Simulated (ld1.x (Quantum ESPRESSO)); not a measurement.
What the settings do to the PAW potential of Mg (Z = 12)

Base potential:

magnesium (Mg), PAW, made with ld1.x (Quantum ESPRESSO) 7.5 (BLYP, scalar-relativistic). Core [He], reference 2s2 2p6 3s2 3p0. Waves: 2s (bound): rcut 1.10, rcutus 1.20 bohr; 3s (bound): rcut 1.10, rcutus 1.20 bohr; 2p (bound): rcut 1.05, rcutus 1.20 bohr; 3p (bound, empty): rcut 1.05, rcutus 1.20 bohr. Local part: all-electron potential smoothed inside 0.95 bohr (lloc = -1). Core correction: a·sin(br)/r model core inside 1.10 bohr. Augmentation charge: BESSEL, radius 1.10 bohr.

Cutoffs, loose and tight: the cutoffs (Ry, on a coarse ladder) from which the occupation-weighted sum of valence levels, in a spherical-Bessel basis at the reference potential, stays within 10 and 1 mRy of its value at 400 Ry. They do not see the model core or the augmentation charge, which bear on the density cutoff. Test errors are all-electron minus pseudo excitation energies from the reference, over the configurations 2s2 2p6 3s1 3p0; 2s2 2p6 3s0 3p0; 2s2 2p6 3s1.5 3p0; 2s2 2p6 3s1 3p1; 2s2 2p6 3s0 3p1; 2s2 2p5 3s2 3p0; 2s2 2p6 3s0 3p2. A dash means not determined; rows that change the core or the reference have their own tests. The largest error is taken over the tests solved by every variant that gives reliable tests at all: 2s2 2p6 3s0 3p1; 2s2 2p6 3s1 3p1; 2s2 2p6 3s1.5 3p0.

Cutoffs are not given where the Bessel-basis levels miss the radial ones by over 6 mRy, ghosts where they miss by over 20 mRy; a channel whose overlap is not positive is not tested.

A file whose overlap is not positive is unfit for use, and its test errors describe a broken file.

| change | outcome | cutoff, loose | cutoff, tight | bound ghosts | largest test error (meV) |
| --- | --- | --- | --- | --- | --- |
| base | generated, overlap not positive | – | – | not determined (overlap not positive) | +0.5 |
| local potential all-electron potential smoothed inside 0.48 bohr (lloc = -1) | generated, overlap not positive | – | – | not determined (overlap not positive) | +30 |
| local potential all-electron potential smoothed inside 0.60 bohr (lloc = -1) | generated, overlap not positive | – | – | not determined (overlap not positive) | +5.2 |
| local potential all-electron potential smoothed inside 0.70 bohr (lloc = -1) | generated, overlap not positive | – | – | not determined (overlap not positive) | +1.8 |
| local potential all-electron potential smoothed inside 0.76 bohr (lloc = -1) | generated, overlap not positive | – | – | not determined (overlap not positive) | +1.0 |
| local potential all-electron potential smoothed inside 0.90 bohr (lloc = -1) | generated, overlap not positive | – | – | not determined (overlap not positive) | +0.4 |
| local potential all-electron potential smoothed inside 1.00 bohr (lloc = -1) | generated, overlap not positive | – | – | not determined (overlap not positive) | +1.0 |
| local potential all-electron potential smoothed inside 1.06 bohr (lloc = -1) | generated, overlap not positive | – | – | not determined (overlap not positive) | test run stopped at test 1 of 7 (negative norm?) |
| local potential all-electron potential smoothed inside 1.18 bohr (lloc = -1) | generated | 60 Ry | 100 Ry | none | +0.1 |
| local potential all-electron potential smoothed inside 1.26 bohr (lloc = -1) | generated | 60 Ry | 100 Ry | none | 0.0 |
| local potential all-electron potential smoothed inside 1.38 bohr (lloc = -1) | generated | 60 Ry | 100 Ry | none | -0.1 |
